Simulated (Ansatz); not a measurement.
Consider the redistribution: `[F][Ti]([Cl])([Cl])[Cl]` + `C[Si]Br` → `[Cl][Ti]([Cl])([Cl])[Br]` + `C[Si]F`.

Isolated molecules relaxed with PBE0-D4/def2-TZVP in Ansatz; ΔE leaves out vibrations. CCSD(T)/CBS is the MP2 limit (def2-TZVPP, def2-QZVPP) plus CCSD(T) − MP2 in def2-TZVPP, frozen cores. This one scheme is used for every species. Functionals use def2-TZVPP. For Br, Ti outer-core shells are correlated without core-valence functions, which leaves a few kJ/mol of doubt a bond. Scalar relativity is left out up to krypton.

`[F][Ti]([Cl])([Cl])[Cl]`:

```xyz
5

F     0.259    1.671   -0.659
Ti    0.012    0.077   -0.030
Cl   -1.535    0.136    1.484
Cl   -0.594   -1.241   -1.638
Cl    1.858   -0.642    0.844
```

`C[Si]Br`:

Z-matrix (Å, degrees):
```
C
Si 1 1.888
H 1 1.093 2 111.1
H 1 1.096 2 110.1 3 120.8
H 1 1.095 2 110.6 3 -121.4
Br 2 2.264 1 98.3 3 179.2
```

`[Cl][Ti]([Cl])([Cl])[Br]`:

Cartesian coordinates in Å:
```
Cl -0.336 0.448 2.099
Ti -0.012 -0.027 0.016
Cl 1.398 -1.657 -0.145
Cl -1.886 -0.598 -0.896
Br 0.837 1.833 -1.074
```

`C[Si]F`:

Cartesian coordinates in Å:
```
C -0.227 0.485 0.127
Si 0.789 -0.574 -1.059
F 0.756 -1.960 -0.220
H -0.348 1.512 -0.224
H -1.220 0.037 0.262
H 0.250 0.499 1.114
```

```csv
species,PBE0-D4 energy (Eh)
`[F][Ti]([Cl])([Cl])[Cl]`,-2329.53633
`C[Si]Br`,-2903.12535
`[Cl][Ti]([Cl])([Cl])[Br]`,-4803.59590
`C[Si]F`,-429.06832
```

(1) Work out ΔE.

Largest T1 diagnostic among the species: 0.024, so the coupled-cluster value is less sure than usual.

## Answers

(1) ΔE = (-4803.59590) + (-429.06832) − (-2329.53633) − (-2903.12535) = -0.00254 Eh = -1.6 kcal/mol. CCSD(T)/CBS gives -6.2 kcal/mol.

At CCSD(T), def2-SVP lies +5.1 kcal/mol from the extrapolated value and def2-TZVPP +1.2 kcal/mol. Leaving LDA and LC-ωPBE aside and taking each functional with its dispersion term where it has one, the values, not all of them listed here, spread over 5.8 kcal/mol, from B2PLYP to revPBE-D4. LDA lies −1.6 kcal/mol from PBE without D4. From PBE to PBE0 (25 % exact exchange), in def2-TZVPP and without D4, ΔE moves by −0.8 kcal/mol.
